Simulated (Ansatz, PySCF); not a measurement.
Input for PySCF:
```python
from pyscf import gto, scf, mp

mol = gto.M(
    atom='''
C    -2.75616312   -0.20561197    0.21276207
C    -1.78454608    0.34115459   -0.75813841
C    -0.36833833   -0.07787926   -0.76501162
C     0.47699560    0.72934297    0.24942291
C     1.96728692    0.39989938    0.18541199
C     2.29100802   -1.01760492    0.64259801
H    -2.43036344   -1.17449609    0.58708687
H    -3.74337372   -0.31406975   -0.24055654
H    -2.88342474    0.46072730    1.07634029
H    -2.06746123    1.21659395   -1.31898910
H     0.06525893    0.07423610   -1.75750878
H    -0.29501304   -1.13731544   -0.50994433
H     0.10161226    0.53347479    1.25569411
H     0.33847710    1.79290047    0.04232314
H     2.32530831    0.54255798   -0.83693164
H     2.50353754    1.10698358    0.82389160
H     1.85952607   -1.75394638   -0.03040284
H     1.90061025   -1.19301961    1.64295739
H     3.36784771   -1.17043147    0.66376993
''',
    basis='cc-pvdz',
    spin=1,
    verbose=4,
)

mf = scf.UHF(mol)
mf.kernel()

pt = mp.MP2(mf, frozen=6)
pt.kernel()
print('E(MP2) = %.10f' % pt.e_tot)
```

Problem. Convert this to an input for Ansatz (an electronic-structure program).

Solution. This is not unique; one that fits is 
Ansatz 0.2 input:
```yaml
crystal:
  periodic: [false, false, false]
  atoms:
    - {symbol: C, position_ang: [-2.75616312, -0.20561197, 0.21276207]}
    - {symbol: C, position_ang: [-1.78454608, 0.34115459, -0.75813841]}
    - {symbol: C, position_ang: [-0.36833833, -0.07787926, -0.76501162]}
    - {symbol: C, position_ang: [0.47699560, 0.72934297, 0.24942291]}
    - {symbol: C, position_ang: [1.96728692, 0.39989938, 0.18541199]}
    - {symbol: C, position_ang: [2.29100802, -1.01760492, 0.64259801]}
    - {symbol: H, position_ang: [-2.43036344, -1.17449609, 0.58708687]}
    - {symbol: H, position_ang: [-3.74337372, -0.31406975, -0.24055654]}
    - {symbol: H, position_ang: [-2.88342474, 0.46072730, 1.07634029]}
    - {symbol: H, position_ang: [-2.06746123, 1.21659395, -1.31898910]}
    - {symbol: H, position_ang: [0.06525893, 0.07423610, -1.75750878]}
    - {symbol: H, position_ang: [-0.29501304, -1.13731544, -0.50994433]}
    - {symbol: H, position_ang: [0.10161226, 0.53347479, 1.25569411]}
    - {symbol: H, position_ang: [0.33847710, 1.79290047, 0.04232314]}
    - {symbol: H, position_ang: [2.32530831, 0.54255798, -0.83693164]}
    - {symbol: H, position_ang: [2.50353754, 1.10698358, 0.82389160]}
    - {symbol: H, position_ang: [1.85952607, -1.75394638, -0.03040284]}
    - {symbol: H, position_ang: [1.90061025, -1.19301961, 1.64295739]}
    - {symbol: H, position_ang: [3.36784771, -1.17043147, 0.66376993]}
basis:
  gaussian:
    orbitals: cc-pVDZ
magnetization: {spin_polarized: true, initial_magnetization: 1}
correlation: {method: mp2, electrons: outside_noble_gas}
accuracy: high
```

Both were run: PySCF gave -235.593917 Eh and Ansatz -235.593917 Eh, 0.000 mEh apart.
